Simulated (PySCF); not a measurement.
C₃H₆FSi₂ (doublet state).
Geometry (GFN2-xTB, Å), atoms numbered from 1 in this order:
```
atom  x, y, z in Å
C1     1.954    1.672   -1.709
C2     1.671    0.697   -1.055
Si3    1.338   -0.686    0.092
C4    -0.551   -1.022    0.169
F5    -0.731   -2.253    0.815
Si6   -1.589    0.306    1.082
H7     2.181    2.503   -2.313
H8     2.114   -1.895   -0.164
H9    -0.931   -1.182   -0.848
H10   -1.409    1.553    0.342
H11   -2.994   -0.100    1.109
H12   -1.055    0.407    2.440
```

The hyperfine couplings belong to this conformer and change with its torsions.

The species is `C#C[SiH][C@@H](F)[SiH3]` [radical].

The calculation used UKS B3LYP, pcH-1 on C F H Si, non-relativistic, mean-field spin-orbit, GIAO (PySCF 2.14.0). Isolated species at its GFN2-xTB geometry (one conformer only). A GFN2-xTB geometry isn't a minimum of the functional, and hyperfine couplings can be far from their values at a DFT geometry, by a factor of two or more for some ions and for spin on atoms past the first row. The SCF solution wasn't tested for stability.

(1) The isotropic 13C couplings are +22.9, +16.1, +8.4 MHz. Assign them to C1; C2; C4.

(2) The isotropic 29Si couplings are -485.0, -13.3 MHz. Assign them to Si3; Si6.

(3) Match the computed a_iso(1H) values +57.0, +54.1, -13.8, +0.2 MHz (means over equivalent nuclei) with the sites H7; H8; H9; H10/H11/H12.

## Answers

(1) 
```
site  a_iso (MHz)  ρ(0) (bohr⁻³)          position  distance from Si3 (Å)  spin population  largest |T| (MHz)
  C1        +16.1        +0.0143  2 bonds from Si3                   3.03            +0.19               27.0
  C2         +8.4        +0.0075   1 bond from Si3                   1.83            -0.11               10.1
  C4        +22.9        +0.0203   1 bond from Si3                   1.92             0.00                8.4
```

(2) 
| site | a_iso (MHz) | ρ(0) (bohr⁻³) | position | distance from Si3 (Å) | spin population | largest \|T\| (MHz) |
| --- | --- | --- | --- | --- | --- | --- |
| Si3 | -485.0 | +0.5469 | largest spin population | 0.00 | +0.90 | 165.4 |
| Si6 | -13.3 | +0.0150 | 2 bonds from Si3 | 3.25 | 0.00 | 1.4 |

(3) 
| site | a_iso (MHz) | ρ(0) (bohr⁻³) | position | distance from Si3 (Å) | bound to | spin population there | largest \|T\| (MHz) |
| --- | --- | --- | --- | --- | --- | --- | --- |
| H7 | -13.8 | -0.0031 | 3 bonds from Si3, on C1 of spin population +0.19 | 4.08 | C1 | +0.19 | 8.1 |
| H8 | +57.0 | +0.0128 | 1 bond from Si3 | 1.46 | Si3 | +0.90 | 9.1 |
| H9 | +54.1 | +0.0121 | 2 bonds from Si3 | 2.51 | C4 | 0.00 | 3.9 |
| H10/H11/H12 | +0.2 | +0.0001 | 3 bonds from Si3 | 3.86 | Si6 | 0.00 | 2.6 |

ρ(0) is the spin density at the nucleus and T the dipolar tensor; a_iso includes a spin–orbit part; entries for several nuclei are means. The Mulliken spin populations are largest on Si3 (+0.90), C1 (+0.19) and C2 (-0.11). The positive populations add up to 1.12 and the negative ones to -0.12, together 2S = 1. The angles at Si3 add up to 337.2°, so it is pyramidal.

Class means assume fast exchange of nuclei equivalent by connectivity; if that motion is slow, each nucleus keeps its own coupling.

Time: 41 s of wall time (with the writing of density and orbital grids); peak memory 0.78 GiB. Hardware: an Arm Neoverse V2 with one thread, no GPU, shared host with 96 logical CPUs at a one-minute load of 31.
